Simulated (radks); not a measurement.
Effect of the nuclear size on neutral lutetium, [Xe] 4f14 5d1 6s2. All-electron calculation, Dirac Kohn-Sham, exchange-only LDA, spin-unpolarised, spherical densities, finite nucleus; open shells fill j = l - 1/2 first; Fermi nuclear charge, rms radius 5.37 fm. Program: a radial shooting solver on a logarithmic mesh with Libxc functionals. The rms radius is varied about that value; shifts are against it.

rms radius (fm) = 4.5054: total energy shift (eV) -13.2; density at nucleus (e/bohr^3) 1.17e+06; 1s1/2 shift (meV) -5390; 2s1/2 shift (meV) -739; 5p1/2 shift (meV) 0.451; 6s1/2 shift (meV) -0.327; 5d3/2 shift (meV) 0.319; 6p1/2 (empty) shift (meV) 0.118
rms radius (fm) = 5.0908: total energy shift (eV) -4.44; density at nucleus (e/bohr^3) 1.126e+06; 1s1/2 shift (meV) -1810; 2s1/2 shift (meV) -248; 5p1/2 shift (meV) 0.151; 6s1/2 shift (meV) -0.110; 5d3/2 shift (meV) 0.107; 6p1/2 (empty) shift (meV) 0.040
rms radius (fm) = 5.37: total energy shift (eV) 0; density at nucleus (e/bohr^3) 1.107e+06; 1s1/2 shift (meV) 0.000; 2s1/2 shift (meV) 0.000; 5p1/2 shift (meV) 0.000; 6s1/2 shift (meV) 0.000; 5d3/2 shift (meV) 0.000; 6p1/2 (empty) shift (meV) 0.000
rms radius (fm) = 5.7942: total energy shift (eV) 7.06; density at nucleus (e/bohr^3) 1.08e+06; 1s1/2 shift (meV) 2880; 2s1/2 shift (meV) 394; 5p1/2 shift (meV) -0.240; 6s1/2 shift (meV) 0.175; 5d3/2 shift (meV) -0.170; 6p1/2 (empty) shift (meV) -0.063
rms radius (fm) = 6.5568: total energy shift (eV) 20.7; density at nucleus (e/bohr^3) 1.039e+06; 1s1/2 shift (meV) 8420; 2s1/2 shift (meV) 1150; 5p1/2 shift (meV) -0.703; 6s1/2 shift (meV) 0.511; 5d3/2 shift (meV) -0.498; 6p1/2 (empty) shift (meV) -0.185

Slopes of the eigenvalues against <r^2> in GHz/fm^2, as finite differences over the two radii next to the reference (eigenvalue slopes, not the field-shift constants of lines): 1s1/2 148000, 2s1/2 20300, 5p1/2 -12.4, 6s1/2 8.99, 5d3/2 -8.76, 6p1/2 (empty) -3.25.
